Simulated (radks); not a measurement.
Q: Species: Ir26+. Configuration: [Kr] 4d10 4f5 (the NIST ground configuration). Calculated with a radial shooting solver on a logarithmic mesh with Libxc functionals: non-relativistic Kohn-Sham, TPSS, spin-polarised, spherical densities, point nucleus; open shells are filled with parallel spins first (spin-orbit coupling, left out, can overturn this in heavy ions); meta-GGA in the generalised Kohn-Sham scheme; relativity is left out, which matters for an element this heavy. Some entries of the table are withheld. Estimate them.

orbital  occ.  eigenvalue (eV)  <r^2> (bohr^2)  <1/r> (bohr^-1)
1s down     1        -70142.37       0.0005165            76.47
1s up       1        -70142.35       0.0005165            76.47
2s up       1        -12332.69        0.008060            17.97
2s down     1        -12332.55        0.008059            17.97
2p up       3        -11871.30        0.005954            18.00
2p down     3        -11871.20        0.005954            18.00
3s up       1        -3502.437         0.04981            6.965
3s down     1        -3496.422         0.04970            6.975
3p up       3        -3287.940         0.04595            6.912
3p down     3        -3282.403         0.04584            6.922
3d up       5        -2889.523         0.03556            6.831
3d down     5        -2885.378         0.03545            6.839
4s up       1        -1320.820          0.2193            3.194
4s down     1        -1313.056          0.2200            3.185
4p up       3        -1227.533          0.2214            3.123
4p down     3        -1219.631          0.2223            3.113
4d up       5        -1058.027          0.2217            2.985
4d down     5        -1049.727          0.2230            2.974
4f up       5        -837.5097             (1)            2.764
4f down     0        -828.0082             (2)            2.754
5s up       0        -671.5989          0.7448            1.693
5s down     0        -668.2273          0.7495            1.684
5p up       0        -631.3240          0.7799            1.644
5p down     0        -628.0533          0.7850            1.636

A: 
(1) 4f up <r^2> (bohr^2): 0.2063
(2) 4f down <r^2> (bohr^2): 0.2085
